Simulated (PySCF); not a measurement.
# C₆ coefficients of unlike pairs at PBE0

Calculated with PySCF 2.14 from the dipole response of each species, C₆(A,B) = (3/π) ∫ α_A(iu) α_B(iu) du, in atomic units, from isotropic polarisabilities. For ions this is the dispersion term alone; charge-induced terms of lower order in 1/R come first.

```json
{"species": "Se²⁺", "configuration": "[Ar] 3d10 4s2 4p2 (3P)", "basis": "aug-cc-pwCVDZ-PP with ECP10MDF (6s5p4d1f)", "relativity": "core potential", "α (bohr³)": "9.372", "C₆ (like pair)": "43.51"}
{"species": "P³⁺", "configuration": "[Ne] 3s2 (1S)", "basis": "aug-cc-pV(Q+d)Z with one added diffuse shell each of s, p, d, f, g type (8s7p6d4f3g)", "relativity": "none", "α (bohr³)": "6.827", "C₆ (like pair)": "17.35"}
{"species": "Be⁺", "configuration": "[He] 2s1 (2S)", "basis": "aug-cc-pVQZ with one added diffuse shell each of s, p, d, f, g type (7s6p5d4f3g)", "relativity": "none", "α (bohr³)": "22.36", "C₆ (like pair)": "60.59"}
{"species": "Mo³⁺", "configuration": "[Kr] 4d3 (4F)", "basis": "aug-cc-pVTZ-DK (9s8p6d3f2g)", "relativity": "spin-free X2C", "α (bohr³)": "5.691", "C₆ (like pair)": "25.27"}
```

(1) Estimate C₆ for Mo³⁺ with Be⁺.

No spin-orbit coupling is included.

The other pairs:

| pair | C₆ |
| --- | --- |
| Mo³⁺, P³⁺ | 19.48 |
| Be⁺, P³⁺ | 28.31 |
| P³⁺, Se²⁺ | 27.21 |
| Mo³⁺, Se²⁺ | 32.17 |
| Be⁺, Se²⁺ | 41.63 |

Results:

(1) The integral gives 27.31. The combination rule 2 C_A C_B / (C_A α_B/α_A + C_B α_A/α_B) gives 26.69 and the geometric mean 39.13.
